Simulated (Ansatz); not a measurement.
Pb2O2. Total charge 0; singlet. Geometry relaxed at PBE0-D4/def2-SVP.

```tsv
atom	x (Å)	y (Å)	z (Å)
Pb1	1.262	-0.166	0.981
Pb2	-1.262	0.166	-0.981
O3	-0.345	1.181	0.643
O4	0.345	-1.181	-0.643
```

In the def2 sets Pb takes a core potential; there is no spin–orbit coupling. The structure comes from a short search, and lower isomers may exist.

(1) Estimate the harmonic wavenumbers at RKS PBE0-D4/def2-SVP (Ansatz, unscaled). Is this a minimum?

Results:

(1) 107, 167, 416, 494, 552, 594 cm⁻¹. Yes, no mode is imaginary beyond noise. Zero-point energy 13.9 kJ/mol. Hardware: 4 threads of Arm Neoverse V1 on a shared host. Wall time 26 s.
